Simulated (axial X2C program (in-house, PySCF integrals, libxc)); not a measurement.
Low determinants of TiH at the PBE0 level, 2c

Computed with an in-house all-electron X2C program for linear molecules (integrals from PySCF). Two-component (2c) means X2C with spin–orbit coupling and atomic mean-field two-electron Coulomb and Gaunt terms. Basis: Ti dyall-cv3z [10s10p6d4f2g], H dyall-v3z [6s2p1d] (cores contracted in-house); Gaussian nuclei, density fitting, unrestricted open shells. Masses: Ti 47.948 u, H 1.008 u.

Search at 1.754 Å (vertical energies from the lowest determinant):

| ΔE (eV) | state | electrons beyond evenly filled partner blocks | electrons in ±ω = 1/2, 3/2, 5/2, 7/2 |
| --- | --- | --- | --- |
| 0.00 | Ω = 3/2 | ω = 3/2 | 18 5 0 0 |
| 0.04 | Ω = 9/2 | ω = 1/2, ω = 3/2, ω = 5/2 | 17 5 1 0 |
| 0.14 | Ω = 3/2 | ω = 1/2, ω = -3/2, ω = 5/2 | 17 5 1 0 |
| 0.15 | Ω = 1/2 | ω = 1/2 | 17 6 0 0 |
| 0.16 | Ω = 5/2 | ω = 5/2 | 18 4 1 0 |
| 0.59 | Ω = 5/2 | 2 × ω = 1/2, ω = 3/2 | 18 5 0 0 |
| 0.78 | Ω = 1/2 | 2 × ω = -1/2, ω = 3/2 | 18 5 0 0 |

Lowest determinant, Ω = 3/2 (⟨Sz⟩ = -1.50, ⟨Lz⟩ = 3.00 at PBE0): Re = 1.753 Å, ωe = 1590.0 cm⁻¹.

The determinant in row 2 of the search, Ω = 9/2 (⟨Sz⟩ = 1.50, ⟨Lz⟩ = 3.00 at PBE0), was followed along the bond at PBE0; measured from the minimum of the lowest determinant it gives:

Te = 0.038 eV (308 cm⁻¹), Re = 1.753 Å, ωe = 1590.6 cm⁻¹.

Compare the bond of the determinant in row 2 with that of the lowest one.

At PBE0 its Re is the same within 0.001 Å and its force constant, which goes as ωe², is 1.00 times that of the lowest determinant. T0 ≈ Te + Δωe/2 = 308 + (0) = 308 cm⁻¹.

The search compares states at one distance, so a state with another bond length can lie lower; it is not exhaustive and yields mostly the lowest determinant of each block pattern, so other components and higher states of one pattern are missing. These are energies of single determinants, not of spin-adapted states; PBE0 term energies can be off by some tenths of an eV, and the functional has no current term. The lowest determinant need not be the ground state where others lie within half an eV.
